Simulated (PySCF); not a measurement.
Compound: C6H7N3O.
Numbering: `[CH2:1]=[CH:2][n:3]1[n:4][n:5][cH:6][c:7]1[C:8]([CH3:9])=[O:10]` (hydrogens: H11, H12 on C1; H13 on C2; H14 on C6; H15, H16, H17 on C9)

Structure used (PBE0-D3(BJ)/def2-SVP), in Å, numbered top down from 1:
```
atom  x, y, z in Å
C1    -3.091   -0.043   -0.487
C2    -1.790   -0.066   -0.769
N3    -0.860    0.822   -0.187
N4    -1.244    1.754    0.678
N5    -0.205    2.425    1.054
C6     0.884    1.931    0.432
C7     0.495    0.883   -0.385
C8     1.290    0.012   -1.274
C9     2.768    0.296   -1.316
O10    0.789   -0.877   -1.931
H11   -3.514    0.673    0.220
H12   -3.751   -0.760   -0.976
H13   -1.316   -0.759   -1.464
H14    1.877    2.344    0.599
H15    3.211    0.194   -0.314
H16    2.954    1.327   -1.655
H17    3.245   -0.410   -2.005
```

Level: PBE0/pcSseg-1 and wB97X-D/def2-SVPD in PySCF, non-relativistic, on one gas-phase PBE0-D3(BJ)/def2-SVP geometry that isn't relaxed in the solvent. The solvent is an IEF-PCM continuum (Bondi radii, 1.10 Å for H, scaled by 1.2). Specific hydrogen bonds and non-electrostatic terms are outside this model.

Gas phase at PBE0/pcSseg-1: HOMO -7.56 eV, LUMO -2.32 eV, dipole 2.40 D.

**Question.** What does the continuum do to the energy, the frontier levels and the dipole at PBE0/pcSseg-1 in chloroform and tetrahydrofuran?

**Answer.** 
```csv
solvent,ε,E(solvent) − E(gas) (kJ/mol),polarisation term (kJ/mol),distortion of the solute (kJ/mol),HOMO (eV),LUMO (eV),dipole (D)
chloroform,4.711,-25.56,-29.04,3.48,-7.53,-2.26,3.03
tetrahydrofuran,7.426,-29.49,-34.18,4.69,-7.53,-2.25,3.13
```

The first energy column is the sum of the next two and covers electrostatics alone. From chloroform to tetrahydrofuran the lowering changes by a factor 1.15, Onsager's factor (ε − 1)/(2ε + 1) by 1.14 and ε itself by 1.6.

**Question.** Which radius a makes the point-dipole formula ΔE = −[(ε − 1)/(2ε + 1)]·μ²/a³ give the value in tetrahydrofuran, with the gas-phase dipole?

**Answer.** μ = 0.945 au and |ΔE| = 0.01123 Eh give a = 1.68 Å; the farthest nucleus lies 4.10 Å from the centroid of the nuclei, so such a sphere wouldn't even hold the nuclei. The formula assumes a rigid point dipole at the centre of a sphere.

**Question.** Give the dipole vector in the frame of the coordinates (D, pointing from negative to positive charge), gas and tetrahydrofuran.

**Answer.** Gas (2.03, -0.76, -1.04), solvent (2.69, -0.93, -1.31). Its length changes by +30 % and its direction by 2°.

**Question.** Which Hirshfeld charges (PBE0/pcSseg-1) respond most in chloroform (means over atoms taken as equivalent)?

**Answer.** 
```csv
atoms,environment,gas (e),solvent (e),change
N5,pyridine-type nitrogen,-0.134,-0.159,-0.025
N4,pyridine-type nitrogen,-0.044,-0.064,-0.020
O10,ketone oxygen,-0.214,-0.232,-0.018
H14,aromatic hydrogen,+0.069,+0.080,+0.011
C7,substituted aromatic carbon,+0.005,+0.014,+0.009
C8,ketone carbonyl carbon,+0.163,+0.170,+0.007
C6,aromatic CH next to a ring nitrogen,-0.025,-0.019,+0.006
H12,vinylic hydrogen,+0.061,+0.068,+0.007
```

**Question.** How do the nuclear quadrupole coupling constants eQVzz/h respond in chloroform?

**Answer.** 
| nucleus | Q (barn) | gas (MHz) | solvent (MHz) | η gas | η solvent |
| --- | --- | --- | --- | --- | --- |
| 14N at N3 | 0.02044 | -2.31 | -2.25 | 0.51 | 0.57 |
| 14N at N4 | 0.02044 | -5.08 | -4.95 | 0.54 | 0.59 |
| 14N at N5 | 0.02044 | -5.43 | -5.26 | 0.04 | 0.07 |
| 17O at O10 | -0.0256 | 12.00 | 11.83 | 0.39 | 0.35 |

Gas phase at wB97X-D/def2-SVPD: HOMO -9.37 eV, LUMO -0.68 eV, dipole 2.49 D.

**Question.** What does the continuum do to the energy, the frontier levels and the dipole at wB97X-D/def2-SVPD in chloroform?

**Answer.** 
| solvent | ε | E(solvent) − E(gas) (kJ/mol) | polarisation term (kJ/mol) | distortion of the solute (kJ/mol) | HOMO (eV) | LUMO (eV) | dipole (D) |
| --- | --- | --- | --- | --- | --- | --- | --- |
| chloroform | 4.711 | -25.88 | -29.86 | 3.98 | -9.34 | -0.62 | 3.17 |

**Question.** How does the static polarisability (wB97X-D/def2-SVPD, frozen core, with the continuum's full static response) change?

**Answer.** 
| medium | isotropic (au) | principal values (au) | ⟨r²⟩ of the electrons (bohr²) |
| --- | --- | --- | --- |
| gas | 97.1 | 58.1, 104.6, 128.6 | 1422.9 |
| chloroform | 121.8 | 71.6, 134.3, 159.4 | 1422.8 |

The isotropic value in chloroform is 1.25 times the gas-phase one; no cavity-field correction is applied. ⟨r²⟩ is taken about the centre of nuclear charge.

Note: wB97X-D ran without an empirical dispersion term, which enters the total energy and its gradient alone.
